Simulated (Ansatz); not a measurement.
Born–Oppenheimer molecular dynamics of CH8N2SSi (13 atoms, charge 0, multiplicity 1). It starts from a rough guess of a transition structure, not a stationary point.

Method: UKS B3LYP/STO-3G (Ansatz 0.2.0).

```yaml
ensemble: NVE (velocity Verlet)
time_step: 0.5 fs
steps_asked: 150
starting_velocities_drawn_for: 1000 K
seed: 728558
```

First frame:

```xyz
13
Properties=species:S:1:pos:R:3
Si -0.251 -0.064 -0.241
S 1.060 -0.754 1.802
C 1.343 0.837 -0.588
H 1.873 0.281 0.568
N -1.690 0.716 0.252
N -0.716 -1.457 -1.124
H 0.781 0.365 2.458
H 1.306 1.917 -0.528
H 1.886 0.534 -1.474
H -1.666 1.476 0.911
H -2.563 0.215 0.294
H -1.374 -2.106 -0.723
H 0.011 -1.960 -1.606
```

Question: How far do the bonds stretch over the last three quarters of this one trajectory? (Pairs bonded in most of those frames.)

Answer: 
| bond | mean (Å) | spread (Å) | shortest | longest |
| --- | --- | --- | --- | --- |
| Si1–S2 | 2.205 | 0.158 | 1.95 | 2.39 |
| Si1–C3 | 1.961 | 0.117 | 1.74 | 2.14 |
| Si1–N5 | 1.805 | 0.079 | 1.67 | 1.91 |
| Si1–N6 | 1.782 | 0.082 | 1.67 | 1.92 |
| S2–H7 | 1.377 | 0.068 | 1.27 | 1.47 |
| C3–H4 | 1.138 | 0.101 | 0.96 | 1.31 |
| C3–H8 | 1.112 | 0.058 | 1.01 | 1.19 |
| C3–H9 | 1.117 | 0.075 | 1.00 | 1.26 |
| N5–H10 | 1.057 | 0.047 | 0.98 | 1.14 |
| N5–H11 | 1.056 | 0.027 | 1.00 | 1.11 |
| N6–H12 | 1.054 | 0.030 | 1.00 | 1.12 |
| N6–H13 | 1.066 | 0.042 | 1.00 | 1.14 |

Mean temperature of the second half: 1673 K. The conserved energy stayed within 1.4 meV per atom of its start (net change 0.17 meV per atom), so the integration is sound. The kinetic energy rose, since the run started high on the potential surface and went downhill. A run of 0.075 ps of so small a system gives no equilibrium averages. The orbitals were unrestricted but ended closed-shell. Limits of this set-up: minimal basis.

Run time: 10 min on 1 thread of Arm Neoverse V2, on a shared host, peak memory 0.15 GiB.
